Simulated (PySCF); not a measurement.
```xyz
4
charge 1 multiplicity 4, angstrom
Tc    0.0000    0.0000    0.0000
F    -0.0009    0.0000    1.7650
F     1.5289    0.0000   -0.8817
F    -1.5281    0.0000   -0.8832
```

All numbers come from PySCF, UPBE0, basis Tc def2-SVP with ECP28, F def2-SVP (scalar-relativistic core potentials, no spin–orbit coupling, density fitting).

This geometry of TcF₃⁺ is a stationary point at this level.

(1) What is the point group?

(2) Is it a minimum?

(3) Which band is strongest in the infrared?

(4) Give the ideal-gas entropy at 298.15 K and 1 bar by parts.

## Answers

(1) D3h.

(2) Yes: all harmonic wavenumbers are real.

(3) 819 cm⁻¹ (e'), 294 km/mol.

(4) translation 171.8, rotation 92.5, vibration 34.7, spin 11.5; total 310.5 J/(mol K).

Other isomers or separated fragments may lie lower. Other spin states or occupations of the open shell can lie lower.
